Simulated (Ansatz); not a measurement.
Li₅H₅⁺. Charge 1, multiplicity 2. Geometry relaxed at PBE0-D4/def2-TZVP.

```xyz
10

Li    0.109   -0.014    0.005
Li   -1.704   -1.659    1.072
Li    1.697   -1.517    1.193
Li   -1.028    2.201   -0.973
Li    2.060    0.806   -1.304
H     1.983   -0.386   -0.068
H    -1.662    0.711    0.243
H     0.396    1.328   -1.286
H    -0.039   -1.392    1.280
H    -1.813   -0.078   -0.163
```

In the doublet, H7 and H10 lie 0.90 Å apart (atoms count from 1), so these atoms are partly bonded to each other. The structure comes from a short search, and lower isomers may exist.

(1) Estimate the harmonic wavenumbers at UKS PBE0-D4/def2-TZVP (Ansatz, unscaled). Is this a minimum?

Answers

(1) 133i, 40i, 79, 123, 274, 296, 333, 353, 382, 436, 454, 514, 553, 569, 672, 688, 748, 790, 926, 955, 1381, 1450, 1489, 2091 cm⁻¹. No: 2 imaginary modes, a saddle point. Zero-point energy 93.0 kJ/mol. Hardware: 4 threads of Arm Neoverse V2 on a shared host. Wall time 43 s.
